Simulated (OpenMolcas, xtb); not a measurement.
## AlBH2F2 (SMILES F[B](F)[AlH2]): methods side by side

The species is AlBH2F2 (6 atoms), meant as a singlet with charge 0. As SMILES, `F[B](F)[AlH2]`. Geometry: a GFN2-xTB relaxation, a rough one for these elements and not checked as a minimum.

```jsonl
{"atom": "F", "x (Å)": "1.3998", "y (Å)": "-1.6125", "z (Å)": "0.0369"}
{"atom": "B", "x (Å)": "0.2636", "y (Å)": "-0.9946", "z (Å)": "0.3302"}
{"atom": "F", "x (Å)": "-0.5123", "y (Å)": "-1.7635", "z (Å)": "1.0824"}
{"atom": "Al", "x (Å)": "-0.2564", "y (Å)": "0.9768", "z (Å)": "-0.3238"}
{"atom": "H", "x (Å)": "0.7183", "y (Å)": "1.7845", "z (Å)": "-1.2300"}
{"atom": "H", "x (Å)": "-1.6130", "y (Å)": "1.6094", "z (Å)": "0.1043"}
```

Each level gives the dipole moment (D). The values are calculated.

```json
{"level": "GFN2-xTB", "kind": "semi-empirical", "program": "xtb", "value (D)": "0.64", "CPU time": "under 2 s"}
{"level": "GFN1-xTB", "kind": "semi-empirical", "program": "xtb", "value (D)": "1.18", "CPU time": "under 2 s"}
{"level": "HF/STO-3G", "kind": "Hartree–Fock", "program": "OpenMolcas", "value (D)": "0.92", "CPU time": "1.6 s"}
{"level": "HF/3-21G", "kind": "Hartree–Fock", "program": "OpenMolcas", "value (D)": "1.57", "CPU time": "1.8 s"}
{"level": "HF/ANO-RCC-VDZ (DKH2, RICD fitting)", "kind": "Hartree–Fock", "program": "OpenMolcas", "value (D)": "2.32", "CPU time": "3.8 s"}
{"level": "HF/def2-SVP", "kind": "Hartree–Fock", "program": "OpenMolcas", "value (D)": "1.40", "CPU time": "3.5 s"}
{"level": "BP86/pcseg-2 (RICD fitting)", "kind": "GGA", "program": "OpenMolcas", "value (D)": "1.03", "CPU time": "33 s"}
{"level": "r2SCAN/6-31G** (spherical functions)", "kind": "meta-GGA", "program": "OpenMolcas", "value (D)": "0.79", "CPU time": "18 s"}
{"level": "TPSS/def2-TZVP", "kind": "meta-GGA", "program": "OpenMolcas", "value (D)": "1.02", "CPU time": "72 s"}
{"level": "B3LYP/6-31G* (spherical functions)", "kind": "global hybrid", "program": "OpenMolcas", "value (D)": "0.85", "CPU time": "12 s"}
```

The values span 0.64 to 2.32 D. Magnitudes only: a small dipole may point the other way at some levels. Sets without polarisation functions give poor dipoles. Without the sets that lack polarisation functions the rows with a basis span only 0.79 to 1.40 D. Times are those of the runs behind each value, whatever else they computed, on shared processors of several kinds: orders of magnitude only.
